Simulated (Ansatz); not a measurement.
Reaction (ligand exchange at a Ge–C bond): `B[CH]([GeH3])C=N` + `[OH][GeH3]` → `[GeH3][O][GeH3]` + `BCC=N`

Calculated with Ansatz (gas phase, PBE0-D4/def2-TZVP geometries, no zero-point term in ΔE). CBS: MP2 limit from def2 TZ/QZ plus the TZ coupled-cluster correction, frozen cores. For Ge outer-core shells are correlated without core-valence functions, which leaves a few kJ/mol of doubt a bond. Scalar relativity is left out up to krypton. One conformer a species, not always the lowest.

```
             level  ΔE (eV)
   CCSD/def2-TZVPP    -0.25
CCSD(T)/def2-TZVPP    -0.19
    MP2/def2-QZVPP    -0.14
      HF/CBS(def2)    -0.63
```

(1) What does CCSD(T)/CBS give? (An estimate is asked.)

Largest T1 diagnostic among the species: 0.013.

Results:

(1) The calculation gave: -0.17 eV. The listed levels differ from it by -0.08, -0.02, 0.03, -0.46 eV.

The D4 term adds +0.06 eV with B3LYP and +0.03 eV with PBE0; it sums over pairs of atoms, weighted by their polarisabilities, and B3LYP, whose exchange is more repulsive, gets the larger term. In def2-TZVPP, CCSD(T) changes the Hartree–Fock value by +0.41 eV (the triples alone add +0.06 eV) and MP2 by +0.46 eV.

B3LYP here is the variant with VWN-RPA as its local correlation; programs differ in this.
